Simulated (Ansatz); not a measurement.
Cost and result up the ladder for Si(OEt)2H2 (C4H12O2Si) (19 atoms). The state is a singlet with charge 0. Geometry: B3LYP-D4/def2-SVP.

```xyz
19

C     0.117    2.168   -0.635
C     1.125    1.308   -1.384
C    -0.271   -2.012    0.997
C    -0.313   -2.127   -0.520
O    -0.858    1.395    0.046
O     0.226   -0.758    1.435
Si   -0.648    0.653    1.519
H    -0.424    2.822   -1.340
H     0.644    2.834    0.078
H     1.837    1.943   -1.936
H     1.695    0.671   -0.690
H     0.615    0.652   -2.107
H     0.391   -2.787    1.420
H    -1.281   -2.191    1.417
H    -0.661   -3.129   -0.820
H    -0.993   -1.379   -0.955
H     0.689   -1.966   -0.949
H    -2.020    0.355    2.010
H     0.133    1.548    2.414
```

Ansatz on 4 threads of Arm Neoverse V2 on a shared host. Times are rough, and most runs start from the orbitals of an earlier one. PBE0-D4/def2-TZVP serves as the yardstick here, not as an exact answer. Differences are given only for rows in sets of like size (and for xTB, whose basis is part of the method), since another set adds its own error. Binding counts from free atoms at the same level (C triplet, O triplet, Si triplet, H doublet; other spins of the atoms weren't run), without zero-point energy or a counterpoise term.

LC-ωPBE has ω = 0.4 bohr⁻¹. B3LYP takes the VWN-RPA correlation. Correlated methods freeze 11 core orbitals. The rows differ in basis, and correlated rows in double-zeta sets carry the largest basis error. Another isomer (singlet) lies 0.72 eV lower at PBE0-D4/def2-TZVP; other spin states weren't run for this one.

Correlated methods converge slowly with the basis, most of all in double-zeta sets.

```tsv
level	functions	wall time	binding energy per atom (eV)	difference from PBE0-D4/def2-TZVP (eV)
PBE-D4/def2-SVP	162	2.1 s	4.10	–
PBE0-D4/def2-SVP	162	2.7 s	4.04	–
LC-ωPBE/def2-TZVP	295	4.9 s	4.00	-0.01
PBE-D4/def2-TZVP (with forces)	295	5 s	4.08	0.06
B3LYP-D4/def2-TZVP	295	6 s	4.02	0.00
PBE0-D4/def2-TZVP	295	6.5 s	4.02	0.00
MP2/def2-TZVP	295	6.5 s	3.93	-0.09
r2SCAN-D4/def2-TZVP	295	7.5 s	4.02	0.01
CCSD(T)/def2-SVP	162	59 s	3.83	–
```
